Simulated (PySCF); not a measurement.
These 3 structures share the formula C8H9FO. Theory: PySCF, PBE0-D3(BJ)/def2-SVP geometry optimisation, gas phase. Energies are electronic, without zero-point or thermal terms, for one conformer each. No frequencies were run at this level. Point groups hold within 0.08 Å.

Question: Rank from lowest to highest electronic energy at this level (kcal/mol).
A. `[CH3:1][CH2:2][c:3]1[cH:4][cH:5][cH:6][c:7]([OH:8])[c:9]1[F:10]` with C1–C2–C3–C4 -99°, C6–C7–O8–H 180°
B. `[CH3:1][O:2][CH2:3][c:4]1[cH:5][cH:6][c:7]([F:8])[cH:9][cH:10]1` with C1–O2–C3–C4 -70°, O2–C3–C4–C5 141°
C. `[CH3:1][C:2]1([c:3]2[c:4]([F:5])[c:6]2=[O:7])[CH2:8][CH2:9][CH2:10]1` with C1–C2–C3–C4 -2°, C1–C2–C8–C9 97°, C2–C8–C9–C10 18°, C8–C9–C10–C2 -18°, C1–C2–C10–C9 -97°

Answer: A (0.0), B (17.0), C (73.0).

As drawn, the lowest has an O–H bond, which the highest lacks; the highest has a three-membered ring, a four-membered ring and a quaternary carbon, which the lowest lacks.

| SMILES | E (Eh) | E rel (kcal/mol) | dipole (D) | point group | A, B, C (MHz) |
| --- | --- | --- | --- | --- | --- |
| CCc1cccc(O)c1F | -484.46073 | 0.0 | 0.99 | C1 | 2027, 1174, 793.4 |
| COCc1ccc(F)cc1 | -484.43367 | 17.0 | 1.32 | C1 | 3447, 706.4, 651.9 |
| CC1(c2c(F)c2=O)CCC1 | -484.34446 | 73.0 | 4.10 | near Cs | 2065, 954.2, 730.2 |

Question: How do the relative energies change in single points at PBE0/pcSseg-1 (no added dispersion term) on the same geometries?

Answer: 
```csv
SMILES,PBE0-D3(BJ)/def2-SVP (kcal/mol),PBE0/pcSseg-1 (kcal/mol),shift
CCc1cccc(O)c1F,0.0,0.0,0.0
COCc1ccc(F)cc1,17.0,15.4,-1.6
CC1(c2c(F)c2=O)CCC1,73.0,71.1,-1.9
```

Each column counts from its own lowest isomer. The order is unchanged; the largest shift is 1.9 kcal/mol.
